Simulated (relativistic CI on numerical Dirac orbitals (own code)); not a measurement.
Radial parameters of Hf51+

Method of calculation: Dirac-Coulomb-Breit CI, KLI orbitals optimised for each configuration, a model potential for QED, unscaled Slater integrals (own radial code, finite nucleus).

Slater integrals F^k, G^k are unscaled and averaged over j, outside the closed core [Ne]; ζ comes from projecting the Hamiltonian with its Breit term on Σ l·s of the shell.

- 3s2 3p6 3d3: F^2(3d,3d) = 591960, F^4(3d,3d) = 382760, ζ(3d) = 210740 cm⁻¹; <r>(3d) = 0.173, <r^2>(3d) = 0.03463 (bohr units).
- 3s2 3p5 3d4: ζ(3p) = 1.5649e+06, F^2(3d,3d) = 591120, F^4(3d,3d) = 382190, F^2(3p,3d) = 508810, G^1(3p,3d) = 536870, G^3(3p,3d) = 359910, ζ(3d) = 209040 cm⁻¹; <r>(3p) = 0.1941, <r^2>(3p) = 0.04366, <r>(3d) = 0.1732, <r^2>(3d) = 0.03472 (bohr units).
- 3s 3p6 3d4: F^2(3d,3d) = 590820, F^4(3d,3d) = 381990, G^2(3s,3d) = 412250, ζ(3d) = 209940 cm⁻¹; <r>(3s) = 0.1972, <r^2>(3s) = 0.04448, <r>(3d) = 0.1733, <r^2>(3d) = 0.03476 (bohr units).

(1) Give the Racah parameters of the d shell in 3s2 3p6 3d3.

Averages of the first 10 configurations, taken without configuration mixing, which lowers the lowest level and can move excited configurations by several eV; other configurations of the list can lie among them:

| Configuration | Parity | States | Average energy above the lowest level (eV) |
| --- | --- | --- | --- |
| 3s2 3p6 3d3 | even | 120 | 122.8 |
| 3s2 3p5 3d4 | odd | 1260 | 549.6 |
| 3s 3p6 3d4 | even | 420 | 960.0 |
| 3s2 3p6 3d2 4s | even | 90 | 1964.3 |
| 3s2 3p6 3d2 4p | odd | 270 | 2120.3 |
| 3s2 3p6 3d2 4d | even | 450 | 2290.6 |
| 3s2 3p5 3d3 4s | odd | 1440 | 2380.8 |
| 3s2 3p6 3d2 4f | odd | 630 | 2417.9 |
| 3s2 3p5 3d3 4p | even | 4320 | 2537.1 |
| 3s 3p6 3d3 4s | even | 480 | 2793.5 |

Answers

(1) B = F²/49 − 5F⁴/441 = 7741 cm⁻¹ and C = 35F⁴/441 = 30378 cm⁻¹.
